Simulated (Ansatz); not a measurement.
carbon atom (C), triplet; CASSCF(4,6)/def2-SVP (Ansatz, a first-principles code).

Here is a job for Ansatz.
Ansatz 0.2 input:
```yaml
crystal:
  periodic: [false, false, false]
  atoms:
    - {symbol: C, position_ang: [0.00000000, 0.00000000, 0.00000000]}
basis:
  gaussian:
    orbitals: def2-SVP
hamiltonian:
  xc: hf
correlation: {active_space: {window: {electrons: 4, orbitals: 6}}}
magnetization: {spin_polarized: false, initial_magnetization: 2}
```

Task: Write the output that Ansatz gives for this input, abridged.

Result: 
```
Functional definition: HF
73 factors; integrals over basis functions are off by at most 1.6e-4 eV
mean field evaluation 1: about -1023.7524 eV, gradient 6.7e0 eV
mean field evaluation 2: about -1023.7524 eV, gradient 6.7e0 eV
mean field evaluation 4: about -1024.2653 eV, gradient 6.9e-1 eV
mean field evaluation 8: about -1024.2682 eV, gradient 1.0e-4 eV
mean field evaluation 16: about -1024.2682 eV, gradient 5.2e-7 eV
mean field -1024.26824258 eV, -37.6411636407 hartree, gradient 2.5e-6 eV, S^2 2.000000; 3 other end points of the search recorded, 0 dependent functions left out
reference -1024.26824258 eV, -37.6411636407 hartree; 4, 2 occupied and 10, 12 virtual orbitals, 73 factors
state -1025.27314337 eV, -37.6780930638 hartree
Total energy: -1025.27314337 eV, -37.6780930638 hartree
```
